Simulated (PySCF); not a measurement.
**BeI and its ions**

UHF-SCS-MP2; basis Be x2c-SVPall, I x2c-SVPall; spin-free X2C with a Gaussian nucleus; PySCF 2.14. Neutral (UHF): doublet (σ ↑), Re = 2.232 Å, ωe = 597 cm⁻¹, De = 2.44 eV.

BeI⁺ (RHF): singlet (closed shell), Re = 2.118 Å, ωe = 719 cm⁻¹, De = 2.98 eV to Be⁺ + I. The energies at the minima are -7126.65303 hartree for BeI and -7126.35306 for BeI⁺.

Work out the adiabatic ionisation energy, without and with harmonic zero-point energies (1 hartree = 27.2114 eV, 1 eV = 8065.5 cm⁻¹), and the change of the bond length.

At SCS-MP2: 0.29997 hartree = 8.163 eV between the minima; the zero-point term (719.0 − 597.0)/2 cm⁻¹ = +0.008 eV makes it 8.170 eV. Re changes by -11.4 pm against the neutral. The electron leaves a σ orbital, and the shorter bond of the ion fits an antibonding orbital, or a change in how ionic the bond is.

Correlated steps freeze 18 core orbitals. Correlated levels converge slowly with the basis: in double zeta they bind strong bonds too weakly, by up to about 1 eV, and carry superposition errors of some tenths. These are scalar-relativistic numbers at best; spin–orbit coupling would shift them, the dissociation energy most. For an ion De counts to the pair picked by the measured ionisation energies or electron affinities, which need not be the lowest pair at this level. Where the molecule has an RHF reference, its open-shell atoms are computed with UHF. States were picked by a PBE0 search and need not be the measured ground states.

Neutral and ion stand on different kinds of reference determinant, which adds to the error of the difference.
